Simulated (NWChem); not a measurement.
System: BCl₂ cation

Input file for NWChem:

```
start job
memory heap 200 mb stack 900 mb global 1100 mb
charge 1
geometry units angstroms noautosym nocenter noautoz
  Cl    -1.617337    -0.022936     0.020057
  B      0.000000    -0.000000     0.000000
  Cl     1.617338     0.022936    -0.020057
end
basis spherical
  * library def2-svpd
end
dft
  xc xcamb88 1.00 lyp 0.81 vwn_5 0.19 hfexch 1.00
  cam 0.33 cam_alpha 0.19 cam_beta 0.46
  iterations 150
end
tddft
  nroots 6
  notriplet
end
task tddft energy
```

Excerpt of the output:

```
             Northwest Computational Chemistry Package (NWChem) 7.3.0
             --------------------------------------------------------

                             Geometry "geometry" -> ""
                             -------------------------

 Output coordinates in angstroms (scale by  1.889725989 to convert to a.u.)

  No.       Tag          Charge          X              Y              Z
 ---- ---------------- ---------- -------------- -------------- --------------
    1 Cl                  17.0000    -1.61733700    -0.02293600     0.02005700
    2 B                    5.0000     0.00000000     0.00000000     0.00000000
    3 Cl                  17.0000     1.61733800     0.02293600    -0.02005700

 Effective nuclear repulsion energy (a.u.)     102.8831151459

                                 NWChem DFT Module
                                 -----------------

 Summary of "ao basis" -> "ao basis" (spherical)
 ------------------------------------------------------------------------------
       Tag                 Description            Shells   Functions and Types
 ---------------- ------------------------------  ------  ---------------------
 Cl                        def2-svpd                11       27   5s4p2d
 B                         def2-svpd                 8       20   4s2p2d

            General Information
            -------------------
          SCF calculation type: DFT
          Wavefunction type:  closed shell.
          No. of atoms     :     3
          No. of electrons :    38
           Alpha electrons :    19
            Beta electrons :    19
          Charge           :     1
          Spin multiplicity:     1
          Use of symmetry is: off; symmetry adaption is: off
          Maximum number of iterations: 150
          AO basis - number of functions:    74
                     number of shells:    30
          Convergence on energy requested:  1.00D-06
          Convergence on density requested:  1.00D-05
          Convergence on gradient requested:  5.00D-04

              XC Information
              --------------
                     Hartree-Fock (Exact) Exchange  1.000
                   CAM-Becke88 Exchange Functional  1.000
                      VWN V Correlation Functional  0.190 local
              Lee-Yang-Parr Correlation Functional  0.810

           Range-Separation Parameters
           ---------------------------
           Alpha           :  0.19
           Beta            :  0.46
           Gamma           :  0.33
           Short-Range HF  :     F

             Grid Information
             ----------------
          Grid used for XC integration:  medium
          Radial quadrature: Mura-Knowles
          Angular quadrature: Lebedev.
          Tag              B.-S. Rad. Rad. Pts. Rad. Cut. Ang. Pts.
          ---              ---------- --------- --------- ---------
          Cl                  1.00       88          12.0       590
          B                   0.85       49          10.0       434
          Grid pruning is: on
          Number of quadrature shells:   225
          Spatial weights used:  Erf1

      Superposition of Atomic Density Guess
      -------------------------------------

 Sum of atomic energies:        -943.16333797

 Renormalizing density from      39.00 to     38

      Non-variational initial energy
      ------------------------------

 Total energy =    -928.823475
 1-e energy   =   -1467.460395
 2-e energy   =     435.753805
 HOMO         =      -0.832563
 LUMO         =      -0.277069

   convergence    iter        energy       DeltaE   RMS-Dens  Diis-err
 ---------------- ----- ----------------- --------- --------- ---------
 d= 0,ls=0.0,diis     1   -944.5260146375 -1.05D+03  2.53D-02  1.91D+00
 d= 0,ls=0.0,diis     2   -944.4896177021  3.64D-02  1.59D-02  1.54D+00
 d= 0,ls=0.0,diis     3   -944.6743757405 -1.85D-01  3.02D-03  6.83D-02
 d= 0,ls=0.0,diis     4   -944.6847804557 -1.04D-02  3.38D-04  7.63D-04
 d= 0,ls=0.0,diis     5   -944.6848886872 -1.08D-04  8.05D-05  1.34D-05
  Resetting Diis
 d= 0,ls=0.0,diis     6   -944.6848911497 -2.46D-06  1.32D-05  1.98D-07
 d= 0,ls=0.0,diis     7   -944.6848912125 -6.27D-08  2.00D-06  6.08D-09

         Total DFT energy =     -944.684891212488
      One electron energy =    -1496.419121407142
           Coulomb energy =      509.080380115460
    Exchange-Corr. energy =      -60.229265066684
 Nuclear repulsion energy =      102.883115145878

 Numeric. integr. density =       38.000001002150

                       DFT Final Molecular Orbital Analysis
                       ------------------------------------

 Vector   17  Occ=2.000000D+00  E=-7.347639D-01
              MO Center= -6.2D-06, -9.2D-08,  8.1D-08, r^2= 2.9D+00
   Bfn.  Coefficient  Atom+Function         Bfn.  Coefficient  Atom+Function
  ----- ------------  ---------------      ----- ------------  ---------------
    13      0.257542  1 Cl py                60      0.257541  3 Cl py
    14     -0.253846  1 Cl pz                61     -0.253845  3 Cl pz
    10      0.224680  1 Cl py                57      0.224679  3 Cl py
    11     -0.221455  1 Cl pz                58     -0.221454  3 Cl pz
    33     -0.208552  2 B  py                34      0.205559  2 B  pz

 Vector   18  Occ=2.000000D+00  E=-6.772798D-01
              MO Center=  7.4D-06,  9.9D-08, -8.6D-08, r^2= 3.5D+00
   Bfn.  Coefficient  Atom+Function         Bfn.  Coefficient  Atom+Function
  ----- ------------  ---------------      ----- ------------  ---------------
    13      0.307308  1 Cl py                14     -0.306523  1 Cl pz
    60     -0.307309  3 Cl py                61      0.306524  3 Cl pz
    10      0.257480  1 Cl py                11     -0.256822  1 Cl pz
    57     -0.257481  3 Cl py                58      0.256823  3 Cl pz
     7      0.145085  1 Cl py                 8     -0.144714  1 Cl pz

 Vector   19  Occ=2.000000D+00  E=-6.772798D-01
              MO Center=  7.4D-06,  9.8D-08, -8.6D-08, r^2= 3.5D+00
   Bfn.  Coefficient  Atom+Function         Bfn.  Coefficient  Atom+Function
  ----- ------------  ---------------      ----- ------------  ---------------
    13      0.306570  1 Cl py                14      0.307369  1 Cl pz
    60     -0.306571  3 Cl py                61     -0.307371  3 Cl pz
    10      0.256861  1 Cl py                11      0.257531  1 Cl pz
    57     -0.256862  3 Cl py                58     -0.257532  3 Cl pz
     7      0.144736  1 Cl py                 8      0.145114  1 Cl pz

 Vector   20  Occ=0.000000D+00  E=-2.648018D-01
              MO Center= -5.3D-07, -3.7D-09,  1.1D-08, r^2= 2.6D+00
   Bfn.  Coefficient  Atom+Function         Bfn.  Coefficient  Atom+Function
  ----- ------------  ---------------      ----- ------------  ---------------
    33      0.603889  2 B  py                13      0.282782  1 Cl py
    36     -0.281928  2 B  py                60      0.282781  3 Cl py
    34      0.263396  2 B  pz                10      0.189945  1 Cl py
    57      0.189945  3 Cl py                14      0.123340  1 Cl pz
    37     -0.122967  2 B  pz                61      0.123340  3 Cl pz

 Vector   21  Occ=0.000000D+00  E=-2.648018D-01
              MO Center= -5.3D-07, -4.2D-09, -4.4D-09, r^2= 2.6D+00
   Bfn.  Coefficient  Atom+Function         Bfn.  Coefficient  Atom+Function
  ----- ------------  ---------------      ----- ------------  ---------------
    34      0.603857  2 B  pz                14      0.282767  1 Cl pz
    37     -0.281913  2 B  pz                61      0.282766  3 Cl pz
    33     -0.263283  2 B  py                11      0.189935  1 Cl pz
    58      0.189934  3 Cl pz                13     -0.123287  1 Cl py
    36      0.122915  2 B  py                60     -0.123287  3 Cl py

[...]

                                NWChem TDDFT Module
                                -------------------

            General Information
            -------------------
           No. of orbitals :     148
            Alpha orbitals :      74
             Beta orbitals :      74
        Alpha frozen cores :       0
         Beta frozen cores :       0
     Alpha frozen virtuals :       0
      Beta frozen virtuals :       0
         Spin multiplicity :       1
    Number of AO functions :      74
        Use of symmetry is : off
      Symmetry adaption is : off
         Schwarz screening :  0.10D-07

              XC Information
              --------------
              Hartree-Fock (Exact) Exchange   1.00
            CAM-Becke88 Exchange Functional   1.00
               VWN V Correlation Functional   0.19 local
       Lee-Yang-Parr Correlation Functional   0.81
           Alpha           :  0.19
           Beta            :  0.46
           Gamma           :  0.33

             TDDFT Information
             -----------------
          Calculation type : TDDFT
         Wavefunction type : Restricted singlets
          No. of electrons :      38
           Alpha electrons :      19
            Beta electrons :      19
              No. of roots :       6
          Max subspacesize :    5200
            Max iterations :     100
               Target root :       1
           Target symmetry : none
      Symmetry restriction : off
                 Algorithm : Optimal
        Davidson threshold :  0.10D-03

    6 smallest eigenvalue differences (eV)
--------------------------------------------------------
  No. Spin  Occ  Vir  Irrep   E(Occ)    E(Vir)   E(Diff)
--------------------------------------------------------
    1    1   19   20 a        -0.677    -0.265    11.224
    2    1   19   21 a        -0.677    -0.265    11.224
    3    1   18   20 a        -0.677    -0.265    11.224
    4    1   18   21 a        -0.677    -0.265    11.224
    5    1   17   20 a        -0.735    -0.265    12.788
    6    1   17   21 a        -0.735    -0.265    12.788
--------------------------------------------------------

  Entering Davidson iterations
  Restricted singlet excited states

  Iter   NTrls   NConv    DeltaV     DeltaE      Time
  ----  ------  ------  ---------  ---------  ---------
    1      6       0     0.36E+00   0.10+100        5.0
    2     18       0     0.16E+00   0.61E-01        6.8
    3     30       0     0.27E-01   0.23E-01        6.7
    4     42       1     0.59E-02   0.50E-03        6.7
    5     50       3     0.14E-02   0.13E-04        5.6
    6     56       5     0.24E-03   0.59E-06        5.1
    7     58       6     0.70E-04   0.12E-07        3.9
  ----  ------  ------  ---------  ---------  ---------
  Convergence criterion met

  Ground state a        -944.684891212488 a.u.

  ----------------------------------------------------------------------------
  Root   1 singlet a              0.249586604 a.u.                6.7916 eV
  ----------------------------------------------------------------------------
     Transition Moments    X  0.00000   Y -0.00000   Z -0.00000
     Dipole Oscillator Strength                    0.0000000000
     Electric Quadrupole                           0.0000000000
     Magnetic Dipole                               0.0000000000
     Total Oscillator Strength                     0.0000000000

     Occ.   18  a   ---  Virt.   20  a   -0.65680 X
     Occ.   18  a   ---  Virt.   21  a   -0.25889 X
     Occ.   19  a   ---  Virt.   20  a    0.25889 X
     Occ.   19  a   ---  Virt.   21  a   -0.65680 X
  ----------------------------------------------------------------------------
  Root   2 singlet a              0.255613080 a.u.                6.9556 eV
  ----------------------------------------------------------------------------
     Transition Moments    X -0.00000   Y -0.00000   Z  0.00000
     Dipole Oscillator Strength                    0.0000000000
     Electric Quadrupole                           0.0000000000
     Magnetic Dipole                               0.0000000000
     Total Oscillator Strength                     0.0000000000

     Occ.   18  a   ---  Virt.   20  a    0.24731 X
     Occ.   18  a   ---  Virt.   21  a   -0.66107 X
     Occ.   19  a   ---  Virt.   20  a   -0.66107 X
     Occ.   19  a   ---  Virt.   21  a   -0.24731 X
  ----------------------------------------------------------------------------
  Root   3 singlet a              0.255613084 a.u.                6.9556 eV
  ----------------------------------------------------------------------------
     Transition Moments    X -0.00000   Y -0.00000   Z -0.00000
     Dipole Oscillator Strength                    0.0000000000
     Electric Quadrupole                           0.0000000000
     Magnetic Dipole                               0.0000000000
     Total Oscillator Strength                     0.0000000000

     Occ.   18  a   ---  Virt.   20  a    0.66107 X
     Occ.   18  a   ---  Virt.   21  a    0.24731 X
     Occ.   19  a   ---  Virt.   20  a    0.24731 X
     Occ.   19  a   ---  Virt.   21  a   -0.66107 X
  ----------------------------------------------------------------------------
  Root   4 singlet a              0.298853260 a.u.                8.1322 eV
  ----------------------------------------------------------------------------
     Transition Moments    X  0.00000   Y -0.00000   Z -0.00000
     Dipole Oscillator Strength                    0.0000000000
     Electric Quadrupole                           0.0000000000
     Magnetic Dipole                               0.0000000000
     Total Oscillator Strength                     0.0000000000

     Occ.   16  a   ---  Virt.   20  a    0.26240 X
     Occ.   16  a   ---  Virt.   21  a   -0.65427 X
     Occ.   17  a   ---  Virt.   20  a   -0.65427 X
     Occ.   17  a   ---  Virt.   21  a   -0.26240 X
  ----------------------------------------------------------------------------
  Root   5 singlet a              0.306241243 a.u.                8.3333 eV
  ----------------------------------------------------------------------------
     Transition Moments    X  0.00000   Y  0.00000   Z -0.00000
     Dipole Oscillator Strength                    0.0000000000
     Electric Quadrupole                           0.0000000028
     Magnetic Dipole                               0.0000000000
     Total Oscillator Strength                     0.0000000028

     Occ.   16  a   ---  Virt.   20  a   -0.66342 X
     Occ.   16  a   ---  Virt.   21  a   -0.23930 X
     Occ.   17  a   ---  Virt.   20  a    0.23930 X
     Occ.   17  a   ---  Virt.   21  a   -0.66342 X
  ----------------------------------------------------------------------------
  Root   6 singlet a              0.306241255 a.u.                8.3333 eV
  ----------------------------------------------------------------------------
     Transition Moments    X -0.00000   Y  0.00000   Z  0.00000
     Dipole Oscillator Strength                    0.0000000000
     Electric Quadrupole                           0.0000000028
     Magnetic Dipole                               0.0000000000
     Total Oscillator Strength                     0.0000000028

     Occ.   16  a   ---  Virt.   20  a   -0.23930 X
     Occ.   16  a   ---  Virt.   21  a    0.66342 X
     Occ.   17  a   ---  Virt.   20  a   -0.66342 X
     Occ.   17  a   ---  Virt.   21  a   -0.23930 X

              Target root =      1
          Target symmetry = none
      Ground state energy =   -944.684891212488
        Excitation energy =      0.249586603597
     Excited state energy =   -944.435304608890

  stored tddft:energy   -944.43530460889031
```

Level: CAM-B3LYP/def2-SVPD, full TDDFT. Geometry: optimised at PBE0/def2-SVP.
